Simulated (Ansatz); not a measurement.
`[CH3][Sn][F]` + HBr → `[F][Sn][Br]` + CH₄  (ligand exchange at the Sn–C bond)

Computed with Ansatz on PBE0-D4/def2-TZVP structures; ΔE is electronic, products minus reactants. CCSD(T)/CBS adds triple-zeta CCSD(T) − MP2 to the extrapolated MP2 energy (def2 sets, frozen cores). This one scheme is used for every species. Functionals use def2-TZVPP. Elements past krypton have def2 core potentials. For Br, Sn outer-core shells are correlated without core-valence functions, which leaves a few kJ/mol of doubt a bond. Scalar relativity is left out up to krypton.

`[CH3][Sn][F]`:

Cartesian coordinates in Å:
```
C -0.126 -0.465 0.433
Sn 1.302 0.938 -0.417
F 0.009 1.627 -1.707
H -0.502 -1.114 -0.364
H -0.981 0.095 0.825
H 0.298 -1.080 1.229
```

HBr:

Cartesian coordinates in Å:
```
Br -0.385 0.594 -0.050
H 0.385 -0.594 0.050
```

`[F][Sn][Br]`:

Cartesian coordinates in Å:
```
F 0.981 1.194 -0.507
Sn 0.760 -0.521 0.364
Br -1.741 -0.672 0.143
```

CH₄:

Cartesian coordinates in Å:
```
C 0.000 0.000 0.000
H -0.494 0.222 0.946
H 0.312 0.930 -0.474
H -0.692 -0.528 -0.656
H 0.874 -0.624 0.184
```

CCSD(T)/CBS gives -44.5 kcal/mol.

(1) Another level gave -46.6 kcal/mol. Which?
A. CCSD/def2-TZVPP
B. PBE0-D4/def2-TZVPP
C. LDA (SPW92)/def2-TZVPP
D. r2SCAN/def2-TZVPP

Largest T1 diagnostic among the species: 0.015.

Results:

(1) D. r2SCAN -46.6, CCSD/def2-TZVPP -42.4, PBE0-D4 -45.5, LDA (SPW92) -43.9 kcal/mol.

Leaving LDA and LC-ωPBE aside and taking each functional with its dispersion term where it has one, the values, not all of them listed here, spread over 2.9 kcal/mol, from BHLYP-D4 to ωB97M-V. LDA lies +1.8 kcal/mol from PBE without D4. In def2-TZVPP, CCSD(T) changes the Hartree–Fock value by +5.1 kcal/mol (the triples alone add +0.1 kcal/mol) and MP2 by +3.5 kcal/mol.
